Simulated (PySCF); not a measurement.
State search for CdH

Unrestricted PBE0; basis Cd cc-pVDZ-PP with ECP28, H cc-pVDZ; scalar-relativistic core potentials; PySCF 2.14. Outer shells of the fragments: Cd 4d10 5s2; H 1s1.

Followed along the bond (rough minima from three points):

```
2Ms+1   unpaired  ⟨S²⟩ at the start  R at minimum (Å)  Te (eV)
    2        σ ↑               0.76              1.77     0.00
    4  σ ↑↑, π ↑               3.75  none in the scan   ≤ 5.22
```

Solutions found at the starting distance of 1.720 Å, counted from the lowest of them; the search is not exhaustive and high or unbound solutions are not listed, so other states can lie among these:

| 2Ms+1 | unpaired | term | E (eV) | ⟨S²⟩ | ⟨Lz²⟩ | μ (D) |
| --- | --- | --- | --- | --- | --- | --- |
| 2 | σ ↑ | ²Σ⁺ | 0.00 | 0.76 | 0.00 | -0.34 |
| 2 | π ↑ | ²Π | 2.79 | 0.78 | 1.00 | -1.96 |
| 4 | σ ↑↑, π ↑ | ⁴Π | 5.49 | 3.75 | 1.00 | 2.22 |
| 2 | σ ↑↑, π ↓ | mixed | 6.27 | 1.75 | 1.00 | 2.35 |
| 4 | σ ↑↑↑ | ⁴Σ⁺ | 8.38 | 3.75 | 0.00 | 2.10 |
| 4 | σ ↑, π ↑↑ | ⁴Σ⁻ | 8.79 | 3.76 | 0.00 | 0.68 |

A term symbol is given only where ⟨S²⟩ and ⟨Lz²⟩ are close to those of a pure state; the other rows mix spins, or terms through real π, δ and φ orbitals. A positive dipole means Cd(−)H(+).

Spin–orbit coupling is left out. Counting both spins, an empty level lies below a filled one in some of these solutions, because spin and occupation are held.
